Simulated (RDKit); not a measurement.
RDKit input (UFF):

```python
from rdkit import Chem
from rdkit.Chem import AllChem, rdDetermineBonds

mol = Chem.MolFromXYZFile('mol.xyz')
rdDetermineBonds.DetermineBonds(mol, charge=-1)
print('SMILES', Chem.MolToSmiles(Chem.RemoveHs(mol)))
ff = AllChem.UFFGetMoleculeForceField(mol)
e0 = ff.CalcEnergy()
flag = ff.Minimize(maxIts=5000, forceTol=1e-5)
print(f'energy {e0:.4f} -> {ff.CalcEnergy():.4f} kcal/mol, converged: {flag == 0}')
print(Chem.MolToXYZBlock(mol))
```
mol.xyz:
```
4

Te    -0.01161377    -0.05806005     0.29664959
F      0.40269439     1.65596319    -0.79263972
N     -0.25377935    -1.49297415    -1.00422763
H     -1.24387820    -1.43372680    -1.26242809
```

Output:

```
SMILES [NH-][Te]F
energy 12.8753 -> -0.0413 kcal/mol, converged: True
4

Te     0.144420    0.027312    0.478841
F     -0.110601    1.443715   -0.919565
N     -0.089307   -1.455265   -0.965020
H     -1.051089   -1.344560   -1.356902
```

The dipole moment of an ion depends on the origin.

The geometry given is a B3LYP-D3(BJ)/def2-TZVP minimum.
